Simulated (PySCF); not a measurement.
A structure optimised at PBE0-D3(BJ)/def2-SVP, used in a PySCF frequency run:

```xyz
12

C     -2.3252    -0.6202     0.7186
C     -1.2059     0.1506     0.0334
O     -1.1250     1.4921     0.4764
Si     0.4808    -0.7051     0.2216
Cl     1.9025     0.2490    -0.9391
H     -2.1257    -0.7524     1.7961
H     -2.4585    -1.6211     0.2795
H     -3.2732    -0.0688     0.6198
H     -1.4225     0.2106    -1.0472
H     -0.9417     1.4848     1.4229
H      0.4345    -2.1409    -0.1827
H      0.9011    -0.5929     1.6514
```
Charge 0, spin multiplicity 1.

### Question
Write its SMILES and formula.

### Answer
C[C@@H](O)[SiH2]Cl, C₂H₇ClOSi

### Question
What are its rotational constants (standard atomic weights)?

### Answer
6.0913, 1.6175, 1.3826 GHz
